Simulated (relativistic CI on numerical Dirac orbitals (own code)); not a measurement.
## How well does a small relativistic CI reproduce V3+?

Calculated at this level of theory: Dirac-Coulomb-Breit CI, KLI orbitals optimised for each configuration, a model potential for QED, valence Slater integrals scaled by 0.85, P86 correlation energy added to each configuration (own radial code, finite nucleus).

Configuration list (outside the closed core [Ne] 3s2): 3p6.3d2, 3p6.3d.4s, 3p6.3d.4p, 3p5.3d3, 3p6.3d.4d, 3p6.3d.5s, 3p6.4s2, 3p6.3d.5p, 3p6.3d.4f, 3p6.4s.4p, 3p6.3d.5d, 3p6.3d.5f, 3p6.3d.5g, 3p6.4p2, 3p6.4s.4d. Double excitations out of closed p, d and f shells are left out; levels of such configurations are missing from the list, as are those of other unlisted configurations, and high levels can miss mixing partners.

```
Configuration  Term (tabulated)  J  Measured (cm⁻¹)  Computed  Error  Purity (%)
      3p6.3d2                3F  2              0.0         0      0         100
      3p6.3d2                3F  3            325.4       299    -26         100
      3p6.3d2                3F  4            734.7       679    -56         100
      3p6.3d2                1D  2          10959.3     11862    903          99
      3p6.3d2                3P  1          13239.2     14160    921         100
      3p6.3d2                3P  2          13458.3     14359    901          99
      3p6.3d2                1G  4          18391.2     18318    -73         100
      3p6.3d2                1S  0          42462.1     43597   1135          99
    3p6.3d.4s                3D  1          96196.1     99656   3460         100
    3p6.3d.4s                3D  2          96412.1     99860   3448          99
    3p6.3d.4s                3D  3          96798.0    100222   3424         100
    3p6.3d.4s                1D  2         100200.7    103628   3428          99
    3p6.3d.4p               1D°  2         144273.1    147394   3120          96
    3p6.3d.4p               3D°  1         146117.7    148856   2739         100
    3p6.3d.4p               3D°  2         146429.3    149154   2724          95
    3p6.3d.4p               3D°  3         146855.1    149553   2698          94
    3p6.3d.4p               3F°  2         147135.2    149819   2684          94
    3p6.3d.4p               3F°  3         147656.5    150300   2644          94
    3p6.3d.4p               3F°  4         148369.2    150967   2597         100
    3p6.3d.4p               3P°  1         151427.0    153983   2556          99
    3p6.3d.4p               3P°  0         151449.1    154000   2551         100
    3p6.3d.4p               3P°  2         151567.3    154119   2552          99
    3p6.3d.4p               1F°  3         153918.7    156472   2553         100
    3p6.3d.4p               1P°  1         155565.5    157899   2333          98
    3p6.3d.4d                1F  3         215957.7    217221   1263          97
    3p6.3d.4d                3D  1         216905.0    218010   1105          96
    3p6.3d.4d                3D  2         217108.0    218192   1084         100
    3p6.3d.4d                3D  3         217350.0    218425   1075          97
    3p6.3d.4d                3G  3         217836.3    218826    989          99
    3p6.3d.4d                1P  1         217990.7    219278   1288          95
    3p6.3d.4d                3G  4         218100.0    219075    975         100
    3p6.3d.4d                3G  5         218463.6    219421    957         100
    3p6.3d.4d                3S  1         220343.5    221216    873          99
    3p6.3d.4d                3F  2         222794.6    224681   1886          99
    3p6.3d.4d                3F  3         223033.0    224909   1876         100
    3p6.3d.4d                3F  4         223304.6    225169   1865         100
    3p6.3d.4d                1D  2         225804.1    227197   1393          94
    3p6.3d.4d                3P  0         226521.6    228035   1513          98
    3p6.3d.4d                3P  1         226617.1    228141   1524          99
    3p6.3d.4d                3P  2         226796.3    228305   1509          96
    3p6.3d.4d                1G  4         227712.5    228972   1260          99
    3p6.3d.4d                1S  0         234121.8    235477   1355          71
    3p6.3d.5s                3D  1         236148.6    236554    405         100
    3p6.3d.5s                3D  2         236322.4    236728    406          96
    3p6.3d.5s                3D  3         236766.9    237138    371         100
    3p6.3d.5s                1D  2         237638.8    238174    535          95
    3p6.3d.5p               1D°  2         254468.8    255080    611          83
    3p6.3d.5p               3D°  1         254824.1    255363    539          99
    3p6.3d.5p               3D°  2         255146.8    255669    522          86
    3p6.3d.5p               3D°  3         255445.5    255948    503          99
    3p6.3d.5p               3F°  2         255463.3    255977    513          87
    3p6.3d.5p               3F°  3         255747.6    256239    492          99
    3p6.3d.5p               3F°  4         256251.7    256711    459         100
    3p6.3d.5p               3P°  0         256739.9    257368    629         100
    3p6.3d.5p               3P°  1         256781.8    257425    643          96
    3p6.3d.5p               3P°  2         257143.2    257752    609          99
    3p6.3d.5p               1F°  3         257690.8    258395    704          98
    3p6.3d.5p               1P°  1         258288.8    259136    847          94
    3p6.3d.4f               1G°  4         263111.4    265824   2713          84
    3p6.3d.4f               3F°  2         263593.0    266260   2667          92
    3p6.3d.4f               3H°  4         263822.4    267045   3222          84
    3p6.3d.4f             3H° †  5         264161.8    267228   3066          87
    3p6.3d.4f             3H° †  6         264845.7    267479   2634         100
```

Measured levels from Sugar and Corliss, J. Phys. Chem. Ref. Data 7, 1191 (1978); pairs were made by configuration, J and term (by order where the table uses no LS term), so strongly mixed levels may be paired wrongly.

Mean error by configuration (cm⁻¹): 3p6.3d2 529; 3p6.3d.4s 3440; 3p6.3d.4p 2646; 3p6.3d.4d 1322; 3p6.3d.5s 429; 3p6.3d.5p 589; 3p6.3d.4f 2868. Over the excited levels the mean absolute error is 1512 cm⁻¹ (62 of the 66 excited levels that our extract of the source holds in range could be paired, and the others can miss by more), and the median relative error of those above 1,000 cm⁻¹ is 0.64 %. Some levels of the ground configuration have no partner. † marks terms whose computed intervals miss the measured ones by more than a factor of 2.5, or configurations far off the rest, from wrong mixing, a near crossing or a doubtful label or measurement; they are left out of the means.
